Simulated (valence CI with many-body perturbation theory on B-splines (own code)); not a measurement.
# W³⁺ in brief

Level of theory: valence CI with perturbative core correlation (CI+MBPT): three valence electrons over a frozen Dirac-Fock core [Xe] 4f14, radial functions for each j: 9 s, 9 p, 10 d, 8 f, 5 g, 3 h, 1 i, with the one-electron correlation potential Σ1 (screened to all orders), the two-electron term Σ2, the three-electron term Σ3, Breit, model QED; selected single and double excitations, second order for the rest, scaled by the run's own slope (own B-spline code, finite nucleus).

Set against measurement, 58 paired levels are off by 1248 cm⁻¹ on average, the worst by 2882. These come from a selection out of J. Phys. B 45, 035001 (2012). Levels without a partner in it may be off by more, other configurations by 1,000 to 8,000 cm⁻¹. 6 measured levels below the end of the list, from 46088 cm⁻¹ on, found no clear computed partner, and computed levels of the same name lie up to 1334 cm⁻¹ from them.

Names give the largest LS component (configuration and term), which can be under half, so a name can repeat, a term be missing and a line seem to break the LS rules; names also repeat where a configuration has a term twice.

Rates and lifetimes use the calculated energies. Strong lines usually hold to 10 to 20 %, long lifetimes can be off by a factor of two.

Q: What is the ground level?

A: 5d3 4F_3/2, composition 88 % 5d3 4F + 10 % 5d3 2D, g = 0.454.

Q: What is the ionisation energy?

A: 37.938 eV; NIST lists 38.2 ± 0.4 eV (semi-empirical).

Q: Among levels below 116356 cm⁻¹, which E1 lines absorb most strongly from the ground level?

A: to 5d2 6p 4F°_3/2 at 109.8 nm, f = 0.197; to 5d2 6p 4D°_1/2 at 100.1 nm, f = 0.126; to 5d2 6p 4G°_5/2 at 115.4 nm, f = 0.0484.

Q: How is the term 4F of the ground level split?

A: J = 3/2 at 0.0, J = 5/2 at 3459, J = 7/2 at 6672, J = 9/2 at 9252 cm⁻¹.

Q: Where does the other parity begin?

A: At 5d2 6p 4G°_5/2, 86667 cm⁻¹.
